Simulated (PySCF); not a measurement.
SMILES C=CCB(F)CC=C at its GFN2-xTB optimised geometry (Å):

```
18

B     -0.7204     0.8903     0.0000
C      0.8673     0.8903     0.0000
C      1.5148    -0.4467     0.1638
C      2.1363    -1.1033    -0.7979
H      1.2215     1.5631     0.7874
H      1.1924     1.3367    -0.9453
H      1.4359    -0.8799     1.1528
H      2.2273    -0.6978    -1.7923
H      2.5786    -2.0715    -0.6361
C     -1.6285    -0.4091    -0.1075
C     -1.9103    -0.6201    -1.5704
C     -1.3224    -1.5372    -2.3160
H     -2.5786    -0.2711     0.4116
H     -1.1335    -1.2938     0.2904
H     -2.6294     0.0617    -2.0048
H     -0.5945    -2.2173    -1.9054
H     -1.5483    -1.6497    -3.3626
F     -1.3212     2.0715     0.0000
```

Level of theory: B3LYP/def2-SVP run with PySCF.

Map of the Laplacian of the electron density (e/bohr⁵), clipped to [-1.50, 1.50] on the plane z = 1.2 Å:

```
|999999999999999999999999999|
|999999999999999999999999999|
|999999999999999999999999999|
|999999999999999999999999999|
|999999999999999999999999999|
|999999999999999999999999999|
|999999999999999999999999999|
|999999999999999999999999999|
|999999999999999999999999999|
|999999999999999999999999999|
|999999999999999999999999999|
|999999999999999999999999999|
|999999999999999999999999999|
|999999999999999999999999999|
|999999999999999999999999999|
|999999999999999970999999999|
|999999999999999997999999999|
|999999999999999999999999999|
|999999999999999999999999999|
|999999999999999999999999999|
|999999999999999999999999999|
|999999999999999999999999999|
|999999999999999999999999999|
|999999999999999999999999999|
|999999999999999999999999999|
|999999999999999999999999999|
|999999999999999999999999999|
```
Scale: ten equal steps from -1.50 (start of '0') to 0.115 (end of '9'), in the order '0123456789'; x runs from -5.00 to 5.00, y from -5.00 (bottom) to 5.00 (top).
